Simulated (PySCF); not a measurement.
Worked example: chemical shift, span and skew from a shielding tensor

CH8N2Si2, SMILES N[Si@H]1NC[SiH2]1. Atoms are numbered in the order given.

```xyz
13

N      2.0257    -1.0370     0.6206
Si     0.5199    -0.7921    -0.1745
N     -0.8263    -0.5421     0.8992
C     -1.5903     0.6453     0.5189
Si    -0.3946     1.2592    -0.8636
H      2.4180    -0.3638     1.2674
H      2.7241    -1.6666     0.2458
H      0.4642    -1.9496    -1.1279
H     -1.1863    -1.1363     1.6397
H     -1.7135     1.3663     1.3484
H     -2.5994     0.4199     0.1245
H      0.3143     2.5304    -0.5088
H     -1.0299     1.4425    -2.2071
```

Geometry: PBE0-D3(BJ)/def2-SVP. The structure was generated by enumeration; whether it is a known compound was not checked. One conformer was computed; it need not be the lowest.

GIAO shieldings from PBE/pcSseg-1 (PySCF), non-relativistic, no solvent. The symmetric part of the tensor of Si2 has the principal values 310.1, 352.5, 402.7 ppm. The same nucleus in TMS has σ = 335.4 ppm at this level (PySCF, at its B3LYP-D3(BJ)/def2-TZVP geometry).

Q: Work out the isotropic shielding, the ²⁹Si shift against TMS, the span and the skew.

A: 
σ(iso) = (σ11 + σ22 + σ33)/3 = 355.1 ppm. δ = σ(ref) − σ(iso) = 335.4 − (355.1) = -19.7 ppm.
Span Ω = σ33 − σ11 = 92.6 ppm. Skew κ = 3(σ(iso) − σ22)/Ω = 0.08. Tumbling in solution averages the tensor to δ; in a static solid the shielding alone would spread this spin-1/2 line over Ω.
